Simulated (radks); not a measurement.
Numerical settings for the arsenic ion As+, [Ar] 3d10 4s2 4p2. Method: Dirac Kohn-Sham, PBE, spin-unpolarised, spherical densities, finite nucleus; open shells fill j = l - 1/2 first; Fermi nuclear charge, rms radius 4.0968 fm; computed with a radial shooting solver on a logarithmic mesh with Libxc functionals. The defaults (mesh step 0.008 in ln r, mesh end at 40 bohr or more with all orbitals vanishing there, Anderson mixing 0.5 over 9 steps, residual threshold near 1e-9 with the energy settled to 1e-9 hartree or 1e-11 of itself, here a cap of 91 iterations) give E = -2260.5930 hartree and 4p1/2 at -13.477 eV in 15 iterations. Run on one thread of a shared host, so times are rough (Arm Neoverse V1): 0.11 s of CPU time, 0.11 s wall, 15 iterations on 2259 mesh points. Changes against that run (0 stands for a change within the tolerance of the run):

setting,iterations,converged,E (mhartree),e(4p1/2) (meV),CPU (s)
mesh step in ln r 0.2,4,no,diverged,-,0.01
mesh step in ln r 0.05,15,yes,+0.00116,0,0.03
mesh step in ln r 0.012,15,yes,0,0,0.08
mesh end (bohr) 3,15,yes,+940,+1.32e+04,0.1
mesh end (bohr) 400,15,yes,0,0,0.11
residual threshold 1e-13,29,yes,0,0,0.16
residual threshold 0.1,9,yes,0,-0.737,0.08
mixing 1,13,yes,0,0,0.1
"linear mixing, mixing 0.05",91,no,+0.00637,-32.2,0.5
"linear mixing, mixing 0.8",91,no,0,-0.114,0.56
mixing history 3,18,yes,0,0,0.12
iteration cap 3,3,no,+19.6,-1.07e+03,0.03

Settings that end as converged yet miss the energy by more than 1 mhartree: mesh end (bohr) 3 (+0.94 hartree). A mesh that ends early acts as a hard wall.
